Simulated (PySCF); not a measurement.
Assigning NMR signals

Atoms are numbered as in `[CH3:1][c:2]1[cH:3][cH:4][cH:5][c:6]2[c:7]([SiH3:8])[n:9][n:10][n:11]12`; H(Xn) means a hydrogen on atom n.

Fast rotation and ring inversion assumed for equivalent nuclei, one computed conformer, relativity neglected, no solvent model. Structure optimised with GFN2-xTB; GIAO PBE0/pcSseg-1 shieldings; PySCF 2.14.0 with density-fitted response routines.

δ = σ(ref) − σ, references computed at the same level: TMS for ¹³C and ¹H.

Problem. Assign these signals to the numbered atoms. ¹³C{¹H} NMR (computed): δ 147.2 (C), 141.3 (C), 130.2 (C), 130.0 (CH), 121.4 (CH), 118.0 (CH), 21.0 (CH3).

Solution. 
```tsv
δ (ppm)	atoms	environment	reason
147.2	C6	ring-fusion aromatic carbon	–
141.3	C2	substituted aromatic carbon next to a ring nitrogen	–
130.2	C7	substituted aromatic carbon next to a ring nitrogen	–
130.0	C4	aromatic CH	the aromatic region
121.4	C5	aromatic CH	–
118.0	C3	aromatic CH	–
21.0	C1	methyl carbon on an aromatic ring	saturated and bonded to C and H only
```

C7 and C4 lie closer than the usual error of such a calculation, so a measured spectrum could show them in the other order.

Problem. Assign these signals to the numbered atoms. ¹H NMR (600 MHz, computed): δ 8.02 (d, 1H), 7.49 (m, 1H), 7.07 (d, 1H), 4.84 (s, 3H), 3.08 (s, 3H).

Solution. 
8.02 → H(C5), hydrogen on an aromatic CH: aromatic region
7.49 → H(C4), hydrogen on an aromatic CH
7.07 → H(C3), hydrogen on an aromatic CH
4.84 → H(Si8), hydrogen on a silicon bonded to C
3.08 → H(C1), hydrogen on a methyl carbon on an aromatic ring: benzylic-type position, deshielded by the ring

Shifts are as computed. Against solution values, carbons near 30 ppm lie about +3 ppm off and those near 130 ppm about +5 ppm. Of 1211 compounds with measured shifts, 218 miss one by over three times the rms of a fit or turn the order of signals round; such compounds aren't used in these exercises. No couplings were computed; multiplicities are counted from neighbouring protons, with m where these are inequivalent, close in shift, in a saturated or five-membered ring or joined by F or P, and br s for small geminal =CH2 splittings.
